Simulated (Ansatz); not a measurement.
Program: Ansatz. Geometries: PBE0-D4/def2-TZVP. ΔE: electronic, gas phase. CCSD(T)/CBS adds triple-zeta CCSD(T) − MP2 to the extrapolated MP2 energy (def2 sets, frozen cores). DFT in def2-TZVPP. Each species was taken in one conformer, which may not be the lowest.

`CBCNC` + `[SiH3][SiH2]Cl` → `CB[SiH2][SiH2]Cl` + dimethylamine  (formal exchange of groups at a B–C bond)

```csv
level,ΔE (kJ/mol)
PBE0-D4,6.5
ωB97X-V,13.6
ωB97M-V,16.4
r2SCAN,9.4
MP2/def2-TZVPP,15.3
HF/def2-QZVPP,18.8
MP2/def2-QZVPP,15.3
SCS-MP2/def2-QZVPP,15.6
```

(1) What does CCSD(T)/CBS give? (An estimate is asked.)

Largest T1 diagnostic among the species: 0.012.

Results:

(1) The calculation gave: +11.9 kJ/mol. The listed levels differ from it by -5.4, 1.7, 4.5, -2.5, 3.4, 6.9, 3.4, 3.7 kJ/mol.

From PBE to PBE0 (25 % exact exchange), in def2-TZVPP and without D4, ΔE moves by +3.2 kJ/mol.

CCSD(T)/CBS has its own doubt, a few kJ/mol and more with outer-core shells, so smaller differences from it don't rank the levels.
